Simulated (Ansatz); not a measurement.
Wavefunction ladder for `O[SiH]O[SiH3]` radical

```xyz
9

O     1.214    0.805   -2.206
Si    0.522   -0.428   -1.372
O    -0.144    0.124    0.016
Si   -0.627   -0.161    1.554
H     1.910    1.307   -1.779
H    -0.555   -0.927   -2.276
H    -2.024   -0.662    1.560
H     0.258   -1.170    2.192
H    -0.553    1.113    2.311
```

The species carries charge 0 and has multiplicity 2. The geometry is a stationary point of PBE0-D4/def2-TZVP. It is one conformer, not always the lowest. Frozen core, unrestricted reference, Ansatz 0.2.0. CBS rows extrapolate triple and quadruple zeta; past MP2 they add the triple-zeta difference.

```
     basis     HF (Eh)  MP2 corr.
  def2-SVP  -730.28331   -0.54615
def2-TZVPP  -730.70067   -0.69826
def2-QZVPP  -730.72780   -0.75496
```

Question: Estimate the CCSD correlation energy and the (T) correction in each basis where they were run (hartree).

Answer: 
```
     basis  CCSD corr.       (T)
  def2-SVP    -0.58589  -0.01250
def2-TZVPP    -0.73262  -0.02502
 CBS(def2)    -0.83131     as TZ
```
